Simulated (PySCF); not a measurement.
## Diatomics of Cl with the fourth-period p block

HF with triple-zeta basis sets in PySCF, for the lowest determinant that a PBE0 search found; no spin–orbit coupling. De refers to high-spin ground-configuration atoms. A positive dipole means M(−)Cl(+).

```tsv
M	basis	reference	state (unpaired electrons)	Re (Å)	ωe (cm⁻¹)	De (eV)	μ (D)
Ga	def2-TZVPP	RHF	singlet (closed shell)	2.229	364	3.63	-2.51
Ge	def2-TZVPP	UHF	doublet (π ↑)	2.188	403	2.74	-2.02
Se	def2-TZVPP	UHF	doublet (π ↑)	2.132	460	1.13	-1.07
Br	x2c-TZVPPall	RHF	singlet (closed shell)	2.127	485	0.72	-0.57
```

The shortest bond is that of BrCl (2.127 Å), the longest that of GaCl (2.229 Å). GaCl is bound most strongly (3.63 eV) and BrCl least (0.72 eV).

The rows differ in basis set, which adds steps of its own.

The state changes along the series, so neighbouring rows are not always alike in their bonding.

Where the molecule has an RHF reference, its open-shell atoms are computed with UHF. Hartree–Fock leaves out correlation, which carries a large part of most bond energies and some tenths to 1 eV of ionisation energies. States were picked by a PBE0 search and need not be the measured ground states.
